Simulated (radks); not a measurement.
Question: The table gives one normalised radial function P(r) = r R(r) of La38+ in [Ar] 3d1 (r in bohr). Calculated with a radial shooting solver on a logarithmic mesh with Libxc functionals: scalar-relativistic Kohn-Sham, BLYP, spin-polarised, spherical densities, finite nucleus; open shells are filled with parallel spins first (spin-orbit coupling, left out, can overturn this in heavy ions); Fermi nuclear charge, rms radius 4.855 fm.

r	P
0.001417	0.2429
0.001802	0.2950
0.00229	0.3559
0.002911	0.4255
0.003672	0.5003
0.004668	0.5828
0.005934	0.6656
0.007543	0.7400
0.009513	0.7914
0.01209	0.8048
0.01537	0.7536
0.01954	0.6108
0.02465	0.3640
0.03133	-0.0101
0.03983	-0.4759
0.05063	-0.9477
0.06386	-1.2682
0.08118	-1.2742
0.1032	-0.8008
0.1312	0.1362
0.1654	1.2204
0.2103	2.0579
0.2674	2.2046
0.3399	1.6661
0.4286	0.9046
0.5449	0.3213
0.6927	0.0701
0.8806	0.0084
1.111	0.0005
1.412	0.0000

Which n and l does it have? It may be an empty orbital.

Answer: n = 3, l = 0: the number of nodes gives n - l - 1 = 2, the rise at small r (about r^(l+1), flatter next to the nucleus through relativity) gives l, and the extent must fit the shell. The curve is that of 3s up; the table hardly tells the two spins apart. 3s up: eigenvalue -3045.9 eV, 2 radial nodes at r = 0.0312, 0.127 bohr, <r> = 0.264 bohr, 90 % of the charge inside 0.383 bohr.
